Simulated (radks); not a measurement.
Results of a calculation; reference values are marked as such.
Excited configurations of Ni III: one electron is placed in a higher orbital outside [Ar] 3d7. The ground configuration is [Ar] 3d8. Code: a radial shooting solver on a logarithmic mesh with Libxc functionals. Model: Dirac Kohn-Sham, PBE, spin-unpolarised, spherical densities, point nucleus; open shells fill j = l - 1/2 first. Excitation = E - E(ground); binding = E(ion) - E, where the ion is the core of charge +3; n* = 3/sqrt(2 binding) in atomic units, and the quantum defect is n - n*.

| outer orbital | excitation (eV) | binding (eV) | n* | eigenvalue (eV) |
|---|---|---|---|---|
| 4s1/2 | 8.702 | 28.635 | 2.068 | -23.887 |
| 4d3/2 | 24.686 | 12.652 | 3.111 | -10.170 |
| 5s1/2 | 24.341 | 12.996 | 3.070 | -11.123 |
| 5p1/2 | 26.553 | 10.784 | 3.370 | -9.150 |
| 6s1/2 | 29.824 | 7.513 | 4.037 | -6.481 |
| 6p1/2 | 30.831 | 6.506 | 4.338 | -5.599 |
| 6d3/2 | 32.417 | 4.920 | 4.989 | -4.209 |
| 6f5/2 | 33.678 | 3.659 | 5.785 | -3.112 |
| 7s1/2 | 32.421 | 4.916 | 4.991 | -4.267 |
| 7p1/2 | 32.970 | 4.368 | 5.295 | -3.790 |
| 7f5/2 | 34.623 | 2.714 | 6.717 | -2.342 |

The Delta-SCF ionisation energy is 37.337 eV (NIST Atomic Spectra Database: 35.19 eV, measured). Self-interaction in the functional shifts the binding energies and quantum defects, so they are the method's values and not measured ones. Spin polarisation and multiplet splitting are left out, so open shells lie too high by an amount that depends on their filling.

Beside tabulated values, note that spin-unpolarised runs miss the spin-polarisation part of the exchange energy of open shells.
